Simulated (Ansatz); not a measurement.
CH4FSeSi (`C[Se][SiH]F`) radical, relaxed with UKS PBE-D4/def2-SVP in Ansatz 0.2.0 from a rough embedded geometry. The force threshold is 0.03 eV/Å; the program also tests the step.

The species carries charge 0 and has multiplicity 2.

Start:

```xyz
8

C     0.968   -0.569   -0.261
Se   -0.337   -0.033   -1.586
Si   -1.592    0.938    0.032
F    -2.092   -0.136    1.175
H     0.525   -1.300    0.472
H     1.814   -1.177   -0.828
H     1.452    0.281    0.231
H    -0.739    1.995    0.765
```

```tsv
step	energy (eV)	largest force (eV/Å)	largest move (Å)
1	-77015.6516	2.124	0.000
2	-77015.7146	1.089	0.166
3	-77015.7894	0.871	0.185
4	-77015.8010	0.624	0.016
5	-77015.8170	0.145	0.126
6	-77015.8196	0.128	0.051
7	-77015.8243	0.190	0.175
8	-77015.8290	0.186	0.059
9	-77015.8347	0.195	0.130
10 (rejected)	-77015.8332	0.392	0.132
11	-77015.8389	0.072	0.066
13	-77015.8428	0.101	0.100
15	-77015.8454	0.141	0.067
17	-77015.8522	0.307	0.055
19	-77015.8740	0.206	0.086
21 (rejected)	-77015.8729	0.472	0.154
23	-77015.8973	0.205	0.098
25	-77015.9129	0.180	0.152
27 (rejected)	-77015.9086	0.481	0.159
29	-77015.9196	0.015	0.038
31	-77015.9215	0.058	0.031
32	-77015.9219	0.019	0.036
```

End:

```xyz
8

C     1.153   -0.767   -0.274
Se    0.493    1.039   -0.748
Si   -1.649    0.740   -0.008
F    -1.627    0.102    1.518
H     0.748   -1.062    0.712
H     0.863   -1.495   -1.054
H     2.255   -0.692   -0.217
H    -2.235    2.136    0.071
```

Hardware: 2 threads of a server CPU on a shared host. Wall time 98 s, peak host memory 0.49 GiB.
